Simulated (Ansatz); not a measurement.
Start from `C=C[O][AlH][SnH3]` and change one atom or group to get `C=C[O][AlH][F]`.

Ansatz, PBE0-D4/def2-TZVP geometries, multiplicity 1. Each molecule was computed in one conformer, which needn't be the lowest.

Elements past krypton have def2 core potentials.

| property | `C=C[O][AlH][SnH3]` |
| --- | --- |
| LUMO energy (B3LYP/def2-TZVPP) / eV | -1.96 |
| LUMO energy (PBE0/def2-TZVPP) / eV | -1.78 |
| HOMO energy (PBE/def2-TZVPP) / eV | -5.80 |
| size of the dipole moment (ωB97M-V/def2-TZVPP) / D | 0.77 |
| LUMO energy (ωB97M-V/def2-TZVPP) / eV | -0.15 |
| HOMO energy (B3LYP/def2-TZVPP) / eV | -6.73 |

Problem. Give the same properties after the change, and the shifts. (Best estimate.)

Solution. The calculation gave: 
```
                                          property  `C=C[O][AlH][F]`  shift
               LUMO energy (B3LYP/def2-TZVPP) / eV             -1.04   0.92
                LUMO energy (PBE0/def2-TZVPP) / eV             -0.78   1.00
                 HOMO energy (PBE/def2-TZVPP) / eV             -5.83  -0.03
size of the dipole moment (ωB97M-V/def2-TZVPP) / D              1.74   0.97
             LUMO energy (ωB97M-V/def2-TZVPP) / eV              0.77   0.92
               HOMO energy (B3LYP/def2-TZVPP) / eV             -6.76  -0.03
```

Dipoles are sizes alone; their direction can turn.

B3LYP here is the variant with VWN-RPA as its local correlation; programs differ in this.
